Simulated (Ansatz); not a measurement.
`[CH3][In]([CH3])[F]` + H₂O → `[CH3][In-]([CH3])([OH2+])[F]`  (adduct formation)

Calculated with Ansatz (gas phase, PBE0-D4/def2-TZVP geometries, no zero-point term in ΔE). CCSD(T)/CBS is the MP2 limit (def2-TZVPP, def2-QZVPP) plus CCSD(T) − MP2 in def2-TZVPP, frozen cores. This one scheme is used for every species. Functionals use def2-TZVPP. def2 core potentials past Kr. For In outer-core shells are correlated without core-valence functions, which leaves a few kJ/mol of doubt a bond. Each species was taken in one conformer, which may not be the lowest.

`[CH3][In]([CH3])[F]`:

Cartesian coordinates in Å:
```
C 1.967 0.474 -0.313
In -0.051 -0.211 -0.310
C -1.894 -0.168 0.760
F -0.316 -1.320 -1.929
H 2.192 1.103 0.548
H 2.628 -0.393 -0.313
H 2.141 1.037 -1.231
H -1.831 0.427 1.670
H -2.664 0.244 0.106
H -2.172 -1.193 1.011
```

H₂O:

```xyz
3

O    -0.357   -0.035    0.151
H     0.354   -0.678    0.181
H     0.003    0.713   -0.332
```

`[CH3][In-]([CH3])([OH2+])[F]`:

```xyz
13

C    -1.534   -0.980   -1.338
In   -0.274    0.224   -0.114
C     1.235    1.735   -0.157
O     0.745   -1.407    1.318
F    -1.102    0.253    1.759
H    -1.300   -2.029   -1.148
H    -2.573   -0.799   -1.059
H    -1.403   -0.771   -2.399
H     1.402    2.090    0.860
H     2.169    1.337   -0.559
H     0.927    2.576   -0.778
H     1.617   -1.225    1.680
H     0.090   -1.005    1.936
```

```json
{"level": "ωB97X-V", "ΔE (kJ/mol)": "-73.5"}
{"level": "r2SCAN0", "ΔE (kJ/mol)": "-75.4"}
{"level": "MP2/def2-SVP", "ΔE (kJ/mol)": "-100.8"}
{"level": "SCS-MP2/def2-QZVPP", "ΔE (kJ/mol)": "-67.6"}
```

Q: What does CCSD(T)/CBS give? (Best estimate.)

A: Ansatz gave: -73.7 kJ/mol. The listed levels differ from it by 0.2, -1.7, -27.1, 6.1 kJ/mol.

Q: What do rigid-rotor, harmonic-oscillator terms from PBE0-D4/def2-TZVP frequencies (298.15 K, 1 bar) make of the CCSD(T)/CBS value? (Estimate.)

A: Computed: ΔZPE = +10.1 kJ/mol, ΔH = -66.9 kJ/mol, ΔS = -137 J/(mol·K), ΔG = -26.2 kJ/mol. Modes under 50 cm⁻¹ make the entropy rough.

Largest T1 diagnostic among the species: 0.014.

In def2-TZVPP, CCSD(T) changes the Hartree–Fock value by −22.9 kJ/mol (the triples alone add −3.5 kJ/mol) and MP2 by −23.9 kJ/mol. From BLYP to BHLYP (50 % exact exchange), in def2-TZVPP and without D4, ΔE moves by −11.5 kJ/mol.

CCSD(T)/CBS has its own doubt, a few kJ/mol and more with outer-core shells, so smaller differences from it don't rank the levels.
